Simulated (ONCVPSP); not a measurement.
# Varying the ONCV potential for Nb

Base potential:

Nb (Z = 41), optimised norm-conserving Vanderbilt (ONCV), made with ONCVPSP 4.0.1 (PBE, fully relativistic). Core [Ar] 3d10, reference 4s2 4p6 4d4 5s1. Waves: 4s+5s: rc 1.60 bohr, ncon 4, nbas 7, qcut 6.6 1/bohr, 3 projectors, debl 3.2 Ha; 4p: rc 1.60 bohr, ncon 3, nbas 7, qcut 10.5 1/bohr, 2 projectors, debl 3.7 Ha; 4d: rc 1.60 bohr, ncon 5, nbas 9, qcut 6.9 1/bohr, 3 projectors, debl 1.6 Ha. Local part: polynomial inside 1.40 bohr (lpopt 5, dvloc0 2 Ha). Core correction: Teter function fitted to the true core (icmod 2), fcfact 0.65.

Open shells are filled in proportion to 2j + 1.

Cutoffs, loose and tight: the cutoffs (Ha) at which the residual kinetic energy of the hardest occupied pseudo-wave falls to 1 and 0.1 mHa per electron. They do not see the model core or the augmentation charge, which bear on the density cutoff. Test errors are all-electron minus pseudo excitation energies from the reference, over the configurations 4s2 4p6 4d4 5s0; 4s2 4p6 4d3 5s0; 4s2 4p6 4d2 5s0; 4s2 4p6 4d4.5 5s0.5. A dash means not determined; rows that change the core or the reference have their own tests. The largest error is taken over the tests solved by every variant that gives reliable tests at all: 4s2 4p6 4d3 5s0; 4s2 4p6 4d4 5s0; 4s2 4p6 4d4.5 5s0.5.

A true bound ghost makes a file unfit for plane-wave use even where its test errors are small: the radial tests pick states by their node count and pass the ghost by.

| change | outcome | cutoff, loose | cutoff, tight | bound ghosts | GHOST(+) flags above zero | largest test error (meV) |
| --- | --- | --- | --- | --- | --- | --- |
| base | generated | 31 Ha | 38 Ha | d5/2, d3/2 | s, d5/2, d3/2 | +0.5 |
| s: qcut 4.4; p: qcut 7; d: qcut 4.6 | generated | 54 Ha | 106 Ha | s, d3/2 | d5/2, d3/2 | -3.4 |
| s: qcut 7.1; p: qcut 11.3; d: qcut 7.5 | generated | 35 Ha | 42 Ha | s, d5/2, d3/2 | d5/2, d3/2 | +2.8 |
| s: qcut 8.5; p: qcut 13.6; d: qcut 8.9 | generated | 38 Ha | 46 Ha | d5/2, d3/2 | s, p3/2, d5/2, p1/2, d3/2 | +0.4 |

What comes out with this change to the base: s: qcut 5.3; p: qcut 8.4; d: qcut 5.5?

outcome: generated; cutoff, loose: 25 Ha; cutoff, tight: 91 Ha; bound ghosts: s, d5/2, d3/2; GHOST(+) flags above zero: d5/2, d3/2; largest test error (meV): -1.0.

What comes out with this change to the base: s: qcut 9.4; p: qcut 14.9; d: qcut 9.8?

outcome: failed: ERROR pspot: first pseudo wave function has node, program will stop. Cause: the optimised pseudo-wave of the first projector has a node, so the radial equation cannot be inverted for a potential.

What comes out with this change to the base: s: qcut 6.2; p: qcut 9.9; d: qcut 6.5?

outcome: generated; cutoff, loose: 28 Ha; cutoff, tight: 38 Ha; bound ghosts: d5/2, d3/2; GHOST(+) flags above zero: s, d5/2, d3/2; largest test error (meV): -0.6.
